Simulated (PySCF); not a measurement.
pentalene (C8H6), SMILES C12C=CC=C2C=CC=1. Atoms are numbered in the order given.

```xyz
14

C     -0.0651    -2.1715     0.0000
C      1.0957    -1.4760     0.0000
C      0.7338    -0.0383     0.0000
C      1.2284     1.2184     0.0000
C      0.0651     2.1715     0.0000
C     -1.0957     1.4760     0.0000
C     -0.7338     0.0383     0.0000
C     -1.2284    -1.2184     0.0000
H     -0.1665    -3.2586     0.0000
H      2.1046    -1.8896     0.0000
H      2.2763     1.5276     0.0000
H      0.1665     3.2586     0.0000
H     -2.1046     1.8896     0.0000
H     -2.2763    -1.5276     0.0000
```
Charge 0, spin multiplicity 1.

Geometry optimised at ωB97X-D3(BJ)/def2-SVP.

All values below come from r2SCAN/def2-TZVP in PySCF.

Isolated molecule, no solvent.

**Question.** Estimate the frontier levels, gap, dipole moment. (The exact figures need the calculation; the answer reports its results.)

**Answer.** 
```json
{
 "highest_occupied_level": "-4.88 eV",
 "lowest_empty_level": "-3.46 eV",
 "orbital_gap": "1.41 eV",
 "dipole_moment": "0.00 D",
 "quadrupole, principal values (traceless, Buckingham form, about the centre of nuclear charge)": "-10.22, 2.92, 7.30 D·Å"
}
```
